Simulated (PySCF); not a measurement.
Species: C9H7BF2.
Z-matrix (Å and degrees, PBE0-D3(BJ)/def2-SVP geometry), rows numbered from 1:
```
F 
B   1  1.3235
F   2  1.3232  1  116.62
C   2  1.5424  1  121.83  3  -179.80
C   4  1.3584  2  123.99  1   177.73
C   5  1.4957  4  111.50  2  -179.47
C   6  1.5013  5  103.01  4    -0.07
C   7  1.3887  6  130.56  5  -179.92
C   8  1.3976  7  118.74  6   179.81
C   9  1.3973  8  120.65  7    -0.01
C  10  1.3951  9  120.88  8     0.08
C  11  1.3956 10  118.58  9    -0.04
H   5  1.0919  4  124.98  2     0.42
H   6  1.1056  5  111.46  4  -121.08
H   6  1.1055  5  111.51  4   121.06
H   8  1.0932  7  120.93  6    -0.11
H   9  1.0926  8  119.70  7  -179.94
H  10  1.0927  9  119.52  8  -179.92
H  11  1.0916 10  120.81  9   179.95
```

Level: PBE0/pcSseg-1 in PySCF, non-relativistic, on one gas-phase PBE0-D3(BJ)/def2-SVP geometry that isn't relaxed in the solvent. The solvent is an IEF-PCM continuum (cavity from Bondi-type radii × 1.2). Only the electrostatic response of the medium enters.

Gas phase at PBE0/pcSseg-1: HOMO -6.72 eV, LUMO -1.58 eV, dipole 2.59 D.

Question: What does the continuum do to the energy, the frontier levels and the dipole at PBE0/pcSseg-1 in benzene and dichloromethane?

Answer: 
```json
{"solvent": "benzene", "ε": "2.271", "E(solvent) − E(gas) (kcal/mol)": "-2.04", "polarisation term (kcal/mol)": "-2.17", "distortion of the solute (kcal/mol)": "0.13", "HOMO (eV)": "-6.68", "LUMO (eV)": "-1.52", "dipole (D)": "2.95"}
{"solvent": "dichloromethane", "ε": "8.93", "E(solvent) − E(gas) (kcal/mol)": "-3.98", "polarisation term (kcal/mol)": "-4.51", "distortion of the solute (kcal/mol)": "0.53", "HOMO (eV)": "-6.68", "LUMO (eV)": "-1.48", "dipole (D)": "3.32"}
```

The first energy column is the sum of the next two and covers electrostatics alone. From benzene to dichloromethane the lowering changes by a factor 1.95, Onsager's factor (ε − 1)/(2ε + 1) by 1.83 and ε itself by 3.9.

Question: Which radius a makes the point-dipole formula ΔE = −[(ε − 1)/(2ε + 1)]·μ²/a³ give the value in dichloromethane, with the gas-phase dipole?

Answer: μ = 1.018 au and |ΔE| = 0.00634 Eh give a = 2.17 Å; the farthest nucleus lies 4.06 Å from the centroid of the nuclei, so such a sphere wouldn't even hold the nuclei. The formula assumes a rigid point dipole at the centre of a sphere.

Question: Which IAO charges (PBE0/pcSseg-1) respond most in benzene (means over atoms taken as equivalent)?

Answer: 
```
  atoms                      environment  gas (e)  solvent (e)  change
H14/H15               methylene hydrogen   +0.170       +0.176  +0.006
     C4  fully substituted alkene carbon   -0.207       -0.212  -0.005
    C10               aromatic CH carbon   -0.150       -0.155  -0.005
    C11               aromatic CH carbon   -0.159       -0.164  -0.005
    H16                aromatic hydrogen   +0.148       +0.153  +0.005
     C9               aromatic CH carbon   -0.154       -0.159  -0.005
     C5                 alkene CH carbon   -0.082       -0.077  +0.005
    H13                 vinylic hydrogen   +0.160       +0.165  +0.005
    H17                aromatic hydrogen   +0.151       +0.155  +0.004
    H18                aromatic hydrogen   +0.152       +0.155  +0.003
  F1/F3             boron-bound fluorine   -0.316       -0.319  -0.003
    C12      substituted aromatic carbon   -0.002       -0.005  -0.003
```

Question: How do the nuclear quadrupole coupling constants eQVzz/h respond in benzene?

Answer: 
```
  nucleus  Q (barn)  gas (MHz)  solvent (MHz)  η gas  η solvent
11B at B2   0.04059       3.34           3.34   0.66       0.68
```

The run took 87 s wall on Arm Neoverse N1, one thread, no GPU, shared host, and the process peaked at 1.3 GiB of memory. This is the whole shielding run at PBE0/pcSseg-1 in dichloromethane, SCF included.
